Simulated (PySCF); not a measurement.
# Multinuclear NMR of C$_{4}$H$_{10}$FNSi

Atoms are numbered as in `[F:1][C@@H:2]([SiH3:3])[C@H:4]1[CH2:5][CH2:6][NH:7]1` (H(Xn): hydrogen on atom n). Ha(C5), Ha(C6) are cis to C2 on the ring; Hb(C5), Hb(C6) are trans to C2 on the ring.

Computational details: GFN2-xTB geometry, shielding tensors at PBE0/pcSseg-1 (GIAO), in PySCF 2.14.0 with density-fitted response routines (relativity neglected, in vacuum, single conformer, averaged over atoms made equivalent by symmetry, fast rotation or ring inversion).

Problem. Predict the ¹⁹F NMR data.

Solution. 
| atoms | environment | σ (ppm) | δ (ppm) |
| --- | --- | --- | --- |
| F1 | fluorine on an sp3 carbon | 404.2 | -204.1 |

Shieldings were converted by a linear fit to measured shifts: ¹⁹F: δ = 146.13 − 0.903σ +14.6 on sp3 carbon (rms 6.0 ppm, 223 shifts, 7.0 ppm with the 5 outliers that the fit left out vs CFCl3, solution or neat liquid). Occasional misses reach two or three times the rms, and more in compound classes unlike the fitted ones.

On a 500 MHz spectrometer ¹⁹F resonates near 470.5 MHz, so 1 ppm is 470.5 Hz.

Problem. What are the ²⁹Si shifts?

Solution. 
```tsv
atoms	environment	σ (ppm)	δ (ppm)
Si3	silicon bonded to C, 3 H	443.6	-84.6
```

Shieldings were converted by a linear fit to measured shifts: ²⁹Si: δ = 279.94 − 0.822σ (rms 8.9 ppm, 72 shifts, 25.8 ppm with the 6 outliers that the fit left out vs TMS, solution or neat liquid). Occasional misses reach two or three times the rms, and more in compound classes unlike the fitted ones.

On a 400 MHz spectrometer ²⁹Si resonates near 79.5 MHz, so 1 ppm is 79.5 Hz.

Problem. Predict the ¹⁵N NMR data.

Solution. 
```tsv
atoms	environment	σ (ppm)	δ (ppm)
N7	amine nitrogen	202.3	-334.5
```

Shieldings were converted by a linear fit to measured shifts: ¹⁵N: δ = -148.07 − 0.921σ (rms 6.3 ppm, 71 shifts vs CH3NO2, solution or neat liquid). Occasional misses reach two or three times the rms, and more in compound classes unlike the fitted ones.

On a 400 MHz spectrometer ¹⁵N resonates near 40.5 MHz, so 1 ppm is 40.5 Hz.
